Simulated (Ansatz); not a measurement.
Cartesian coordinates in Å:
```
F 0.922 -1.953 0.544
Si -0.201 -0.835 0.612
F -1.555 -1.656 0.581
B -0.023 1.023 0.631
C 0.325 0.554 -0.739
H -0.633 1.977 0.981
H 0.089 1.108 -1.646
H 1.075 -0.218 -0.963
```

The species carries charge 0 and has multiplicity 1.

Task: List the CAM-B3LYP/def2-TZVPP orbital energies in eV (Ansatz). (Estimate.)

Result: The calculation gave: Occupied: -1803.39, -674.24, -674.20, -279.14, -185.83, -147.73, -103.13, -103.09, -102.98, -35.67, -35.08, -22.45, -17.86, -16.25, -16.05, -15.47, -15.08, -14.55, -14.23, -13.86, -12.28, -10.29, -8.80. Lowest empty: -0.38, 0.57, 1.78, 2.42, 2.64, 3.00, 3.45, 4.03.
